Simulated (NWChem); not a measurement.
System: C₄H₄OS; SMILES Oc1cscc1

Here is an NWChem input.

```
start job
memory heap 200 mb stack 900 mb global 1100 mb
geometry units angstroms noautosym nocenter noautoz
  O      0.341350     2.335426     0.000000
  C      0.086375     1.009975     0.000000
  C     -1.216684     0.423301     0.000000
  C     -1.169364    -0.945326     0.000000
  S      0.441618    -1.524990     0.000000
  C      1.086457     0.067793     0.000000
  H     -0.491176     2.817147     0.000000
  H     -2.145687     0.997917     0.000000
  H     -2.006165    -1.642173     0.000000
  H      2.159184     0.248259     0.000000
end
basis spherical
  * library def2-svp
end
dft
  xc pbe0
  iterations 150
end
cosmo
  dielec 46.7
end
task dft energy
```

Parts of the log:

```
             Northwest Computational Chemistry Package (NWChem) 7.3.0
             --------------------------------------------------------

                             Geometry "geometry" -> ""
                             -------------------------

 Output coordinates in angstroms (scale by  1.889725989 to convert to a.u.)

  No.       Tag          Charge          X              Y              Z
 ---- ---------------- ---------- -------------- -------------- --------------
    1 O                    8.0000     0.34135000     2.33542600     0.00000000
    2 C                    6.0000     0.08637500     1.00997500     0.00000000
    3 C                    6.0000    -1.21668400     0.42330100     0.00000000
    4 C                    6.0000    -1.16936400    -0.94532600     0.00000000
    5 S                   16.0000     0.44161800    -1.52499000     0.00000000
    6 C                    6.0000     1.08645700     0.06779300     0.00000000
    7 H                    1.0000    -0.49117600     2.81714700     0.00000000
    8 H                    1.0000    -2.14568700     0.99791700     0.00000000
    9 H                    1.0000    -2.00616500    -1.64217300     0.00000000
   10 H                    1.0000     2.15918400     0.24825900     0.00000000

 Effective nuclear repulsion energy (a.u.)     272.7319264243

                                 NWChem DFT Module
                                 -----------------

 Summary of "ao basis" -> "ao basis" (spherical)
 ------------------------------------------------------------------------------
       Tag                 Description            Shells   Functions and Types
 ---------------- ------------------------------  ------  ---------------------
 O                          def2-svp                 6       14   3s2p1d
 C                          def2-svp                 6       14   3s2p1d
 S                          def2-svp                 8       18   4s3p1d
 H                          def2-svp                 3        5   2s1p

 in cosmo_initialize ...

 solvent parameters
 solvname_short: unkn
 solvname_long:  unknown
 dielec:       46.7000

          ---------------
          -cosmo- solvent
          ---------------
 Cosmo: York-Karplus, doi: 10.1021/jp992097l
 dielectric constant -eps-     =  46.70
 screen = (eps-1)/(eps    )    =   0.97859
 surface charge correction     = lagrangian

   van der Waals surface
 --------------------------

[...]

                                   COSMO solvation results
                                   -----------------------

                 gas phase energy =      -627.533520573736
                 sol phase energy =      -627.544798898801
 (electrostatic) solvation energy =         0.011278325065 (    7.08 kcal/mol)

                       DFT Final Molecular Orbital Analysis
                       ------------------------------------

 Vector   24  Occ=2.000000D+00  E=-3.631780D-01
              MO Center=  2.0D-01, -9.7D-01, -1.3D-08, r^2= 3.3D+00
   Bfn.  Coefficient  Atom+Function         Bfn.  Coefficient  Atom+Function
  ----- ------------  ---------------      ----- ------------  ---------------
    68      0.366764   5 S  py               65      0.326686   5 S  py
    60     -0.266961   5 S  s                79     -0.222176   6 C  py
    33      0.209828   3 C  py               47     -0.201881   4 C  py
    59     -0.196973   5 S  s                62      0.183062   5 S  py
    67     -0.174855   5 S  px               46      0.154765   4 C  px

 Vector   25  Occ=2.000000D+00  E=-2.639952D-01
              MO Center= -3.7D-01, -3.7D-01, -2.8D-10, r^2= 2.9D+00
   Bfn.  Coefficient  Atom+Function         Bfn.  Coefficient  Atom+Function
  ----- ------------  ---------------      ----- ------------  ---------------
    34      0.370539   3 C  pz               69     -0.367201   5 S  pz
    37      0.271255   3 C  pz               48      0.261098   4 C  pz
    66     -0.255743   5 S  pz               80     -0.215907   6 C  pz
    51      0.190621   4 C  pz               83     -0.185972   6 C  pz
    63     -0.143660   5 S  pz                6     -0.082748   1 O  pz

 Vector   26  Occ=2.000000D+00  E=-2.329808D-01
              MO Center=  2.8D-01,  2.6D-01, -6.2D-09, r^2= 3.3D+00
   Bfn.  Coefficient  Atom+Function         Bfn.  Coefficient  Atom+Function
  ----- ------------  ---------------      ----- ------------  ---------------
    80      0.340201   6 C  pz                6     -0.308314   1 O  pz
    20      0.295018   2 C  pz               69     -0.294330   5 S  pz
    83      0.291888   6 C  pz                9     -0.262637   1 O  pz
    48     -0.220735   4 C  pz               51     -0.199316   4 C  pz
    66     -0.194167   5 S  pz               23      0.166190   2 C  pz

 Vector   27  Occ=0.000000D+00  E=-1.093402D-02
              MO Center= -2.7D-01, -4.5D-01,  7.5D-09, r^2= 3.3D+00
   Bfn.  Coefficient  Atom+Function         Bfn.  Coefficient  Atom+Function
  ----- ------------  ---------------      ----- ------------  ---------------
    51      0.538557   4 C  pz               69     -0.495878   5 S  pz
    83      0.416771   6 C  pz               48      0.389381   4 C  pz
    37     -0.369767   3 C  pz               80      0.309857   6 C  pz
    34     -0.253525   3 C  pz               66     -0.211416   5 S  pz
    23     -0.192904   2 C  pz               20     -0.174663   2 C  pz

 Vector   28  Occ=0.000000D+00  E= 4.979030D-02
              MO Center=  8.7D-02, -4.2D-01,  8.2D-10, r^2= 5.5D+00
   Bfn.  Coefficient  Atom+Function         Bfn.  Coefficient  Atom+Function
  ----- ------------  ---------------      ----- ------------  ---------------
    45      1.012527   4 C  s                77     -1.011560   6 C  s
    67      0.851299   5 S  px               90      0.499084   7 H  s
    68      0.443526   5 S  py                3     -0.376142   1 O  s
    21      0.357928   2 C  px               31     -0.318870   3 C  s
    36      0.303949   3 C  py               95      0.268381   8 H  s

[...]
```

Level: PBE0/def2-SVP, COSMO on the gas-phase geometry. All runs use the structure optimised with PBE0/def2-SVP. COSMO prints the solvation energy as gas minus solution, so a positive value is a stabilisation.
